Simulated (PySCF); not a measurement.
**Dipole response of Bi (bismuth, neutral)**

[Xe] 4f14 5d10 6s2 6p3, high-spin 4S determinant. Calculation: PySCF 2.14, in aug-cc-pVQZ-PP with ECP60MDF (7s7p5d3f2g, 92 functions); a scalar-relativistic core potential. Coupled (time-dependent) response in atomic units; α is the mean over directions.

| method | mean α (bohr³) | C₆ (like pair) | S(−4) |
| --- | --- | --- | --- |
| UHF | 50.19 | 604.8 | 685.2 |
| PBE | 55.63 | 671.8 | 984.2 |
| PBE0 | 52.59 | 631.6 | 822.8 |

S(−4) is the Cauchy moment in α(ω) = α(0) + S(−4) ω² + …

Reference α: 48 ± 4 bohr³ (recommended; Schwerdtfeger and Nagle, table of static dipole polarizabilities (2023 update)). Published C₆: 513.0 (Gould and Bucko (2016)).

α(iu) at PBE:

```json
{"u (hartree)": "0", "α(iu) (bohr³)": "55.63"}
{"u (hartree)": "0.0500", "α(iu) (bohr³)": "53.32"}
{"u (hartree)": "0.100", "α(iu) (bohr³)": "47.75"}
{"u (hartree)": "0.200", "α(iu) (bohr³)": "35.22"}
{"u (hartree)": "0.300", "α(iu) (bohr³)": "25.87"}
{"u (hartree)": "0.500", "α(iu) (bohr³)": "15.39"}
{"u (hartree)": "0.750", "α(iu) (bohr³)": "9.503"}
{"u (hartree)": "1.00", "α(iu) (bohr³)": "6.632"}
{"u (hartree)": "1.50", "α(iu) (bohr³)": "3.946"}
{"u (hartree)": "2.00", "α(iu) (bohr³)": "2.691"}
{"u (hartree)": "3.00", "α(iu) (bohr³)": "1.505"}
{"u (hartree)": "5.00", "α(iu) (bohr³)": "0.6592"}
```

A single London oscillator, α(iu) = α/(1 + u²/ω²), gives C₆ = (3/4) ω α². Matching the computed C₆ needs ω = 4 × 671.8 / (3 × 55.63²) = 0.289 hartree.

Energies and moments cover only the electrons outside the core potential. Spin-orbit coupling, which splits the p, d and f shells strongly at this Z, is absent. Spin-orbit coupling is strong in this species (close to jj coupling), so the high-spin LS determinant is a model state, not a physical level.
